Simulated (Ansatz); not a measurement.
Reaction (substitution at a C–C bond): `CCCO` + `N[SiH3]` → `OCN[SiH3]` + `CC`

Gas-phase electronic energies from Ansatz, PBE0-D4/def2-TZVP geometries. CBS: MP2 limit from def2 TZ/QZ plus the TZ coupled-cluster correction, frozen cores. This one scheme is used for every species. DFT in def2-TZVPP. One conformer a species, not always the lowest.

```csv
level,ΔE (kcal/mol)
LDA (SPW92),1.2
B2PLYP,1.9
PBE-QIDH,2.3
revPBE,1.3
CAM-B3LYP,1.7
HF/def2-SVP,-0.4
HF/def2-TZVPP,2.0
CCSD(T)/def2-TZVPP,2.4
```

Question: What does CCSD(T)/CBS give? (Best estimate.)

Answer: Computed: +3.0 kcal/mol. The listed levels differ from it by -1.8, -1.1, -0.7, -1.7, -1.3, -3.4, -1.0, -0.6 kcal/mol.

Largest T1 diagnostic among the species: 0.011.

From BLYP to BHLYP (50 % exact exchange), in def2-TZVPP and without D4, ΔE moves by +0.9 kcal/mol. Leaving LDA and LC-ωPBE aside and taking each functional with its dispersion term where it has one, the values, not all of them listed here, spread over 1.6 kcal/mol, from BLYP-D4 to PBE-QIDH.
